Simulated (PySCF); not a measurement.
C5H14O2Si, SMILES O([SiH](CC)OCC)C, GFN2-xTB optimised geometry.

```
22

Si    -1.24    -0.77     0.00
C     -2.00    -1.64     1.53
C     -1.46    -1.07     2.85
O     -1.48     0.83     0.00
C     -2.71     1.48     0.02
O      0.37    -0.77     0.00
C      1.21    -1.88     0.05
C      2.65    -1.43     0.28
H     -1.79    -1.40    -1.21
H     -3.08    -1.54     1.52
H     -1.79    -2.71     1.50
H     -1.91    -1.58     3.70
H     -1.68    -0.01     2.93
H     -0.38    -1.20     2.91
H     -3.31     1.17     0.87
H     -3.27     1.26    -0.90
H     -2.53     2.55     0.08
H      1.14    -2.43    -0.89
H      0.89    -2.55     0.86
H      2.71    -0.89     1.22
H      2.95    -0.76    -0.52
H      3.31    -2.29     0.31
```

Density from PySCF with PBE0/def2-SVP at that geometry.

Minimum of the electron density along straight lines between bonded atoms, close to the bond critical point (lines longer than 1.1 times the sum of covalent radii, or with two minima, are not listed):

| bond | length / Å | ρ at the minimum / e bohr⁻³ | ∇²ρ there / e bohr⁻⁵ | position (fraction from the first atom) |
|---|---|---|---|---|
| Si1–C2 | 1.914 | 0.113 | 0.29 | 0.38 |
| C2–C3 | 1.529 | 0.237 | -0.52 | 0.50 |
| Si1–O4 | 1.618 | 0.132 | 1.13 | 0.41 |
| O4–C5 | 1.392 | 0.261 | -0.30 | 0.66 |
| Si1–O6 | 1.613 | 0.133 | 1.13 | 0.41 |
| O6–C7 | 1.397 | 0.258 | -0.30 | 0.66 |
| C7–C8 | 1.521 | 0.250 | -0.59 | 0.51 |
| Si1–H9 | 1.471 | 0.118 | 0.32 | 0.49 |
| C2–H10 | 1.092 | 0.270 | -0.94 | 0.62 |
| C2–H11 | 1.092 | 0.270 | -0.94 | 0.62 |
| C3–H12 | 1.090 | 0.275 | -1.00 | 0.62 |
| C3–H13 | 1.088 | 0.277 | -1.01 | 0.62 |
| C3–H14 | 1.088 | 0.277 | -1.01 | 0.62 |
| C5–H15 | 1.093 | 0.281 | -1.05 | 0.63 |
| C5–H16 | 1.093 | 0.281 | -1.06 | 0.63 |
| C5–H17 | 1.091 | 0.283 | -1.09 | 0.64 |
| C7–H18 | 1.097 | 0.281 | -1.05 | 0.63 |
| C7–H19 | 1.097 | 0.280 | -1.04 | 0.63 |
| C8–H20 | 1.087 | 0.277 | -1.02 | 0.63 |
| C8–H21 | 1.086 | 0.277 | -1.03 | 0.63 |
| C8–H22 | 1.087 | 0.276 | -1.00 | 0.62 |
